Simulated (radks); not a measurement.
Values are calculated unless marked as measured or tabulated.
Task: The argon ion Ar3+, [Ne] 3s2 3p3. Level of theory: non-relativistic Kohn-Sham, PBE, spin-polarised, spherical densities, point nucleus (a radial shooting solver on a logarithmic mesh with Libxc functionals). Every spin shell is full or empty, so the densities are truly spherical. Functionals are evaluated on that one density, not self-consistently. Rank these exchange functionals by their error against the exact value of the orbitals, and give that value: LDA, PBEsol, RPBE, PW86, B86b, EV93, MS2, TASK.

Result: Exact: -29.0198 hartree. From best to worst, with 100 (|E| - |E exact|)/|E exact| (equal figures are ties): RPBE -0.02, MS2 +0.05, B86b +0.05, PW86 +0.44, EV93 +1.10, TASK -2.98, PBEsol -3.44, LDA -7.80.
